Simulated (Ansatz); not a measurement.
GeS, singlet, geometry from GFN2-xTB; PBE0/def2-SVP (Ansatz, a first-principles code).

The Ansatz input:
Ansatz 0.2 input:
```yaml
crystal:
  periodic: [false, false, false]
  atoms:
    - {symbol: Ge, position_ang: [-0.00000000, -0.00000000, -0.67834772]}
    - {symbol: S, position_ang: [0.00000000, 0.00000000, 1.35669544]}
basis:
  gaussian:
    orbitals: def2-SVP
hamiltonian:
  xc: pbe0
```

Task: Predict the main parts of the log of this Ansatz run.

Result: 
```
Functional definition: PBE0
471 factors; integrals over basis functions are off by at most 6.4e-4 eV
mean field evaluation 1: about -67331.1861 eV, gradient 2.3e1 eV
mean field evaluation 2: about -67315.9357 eV, gradient 7.0e1 eV
mean field evaluation 4: about -67332.9079 eV, gradient 2.0e0 eV
mean field evaluation 8: about -67332.9240 eV, gradient 3.6e-2 eV
mean field -67332.92404461 eV, -2474.4393187442 hartree, gradient 1.9e-5 eV, S^2 0.000000; 0 other end points of the search recorded, 0 dependent functions left out
reference -67332.92405987 eV, -2474.4393193049 hartree; 24, 24 occupied and 26, 26 virtual orbitals, 471 factors
Total energy: -67332.92405987 eV, -2474.4393193049 hartree
```
